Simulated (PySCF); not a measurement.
Job for PySCF: R-B3LYP/LANL2DZ on CH4GeS (SMILES [CH3][Ge][SH]), a point of a torsion scan.

```python
from pyscf import gto, scf, dft, mp
from pyscf.data.elements import chemcore

mol = gto.M(
    atom='''
    C    -0.90440533   -0.17025860    0.00997498
    Ge    0.18781092    1.53390082   -0.26755919
    S     2.21550771    0.61891193    0.13959289
    H    -0.67412787   -0.93324616   -0.73574704
    H    -1.97127639    0.04149722   -0.05283597
    H    -0.70286877   -0.59410965    0.99439204
    H     1.93323277   -0.60514857   -0.27962087
    ''',
    basis='lanl2dz',
    ecp={'Ge': 'lanl2dz', 'S': 'lanl2dz'},
    charge=0, spin=0, verbose=3, max_memory=1800)
mf = dft.RKS(mol, xc='b3lyp')
mf.conv_tol = 1e-8
mf.max_cycle = 100
mf.kernel()
if not mf.converged:
    mf = mf.newton().run(mf.mo_coeff, mf.mo_occ)
```

Question: Give the final energy of this run.

Answer: -54.3754 hartree.
